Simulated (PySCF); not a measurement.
Pb(F)(OH) (FHOPb), SMILES [OH][Pb][F] (connectivity only; charge and spin as stated), neutral, multiplicity 1. Geometry optimised at B3LYP-D3(BJ)/def2-TZVP. The def2 effective core potentials stand for the cores of Pb; spin–orbit coupling is left out. One conformer was computed; it need not be the lowest.

Calculation: B3LYP-D3(BJ)/def2-TZVP run with PySCF.

Harmonic wavenumbers (cm⁻¹): 149, 437, 500, 542, 725, 3791. Rotational constants (GHz): 7.880, 6.091, 3.436; symmetry number 1.

Problem. Work out the zero-point energy and the ideal-gas rigid-rotor harmonic-oscillator thermochemistry at 298.15 K and 1 atm.

Solution. ZPE = ½ Σ hcν = ½ × 6143 cm⁻¹ = 36.75 kJ/mol. H − E(el) = 50.45 kJ/mol. Entropy in J/(mol K): translation 177.26, rotation 104.94, vibration 21.01, total 303.22. G − E(el) = -39.95 kJ/mol. Cp = 60.38 J/(mol K). Modes under 150 cm⁻¹ make the vibrational entropy uncertain.
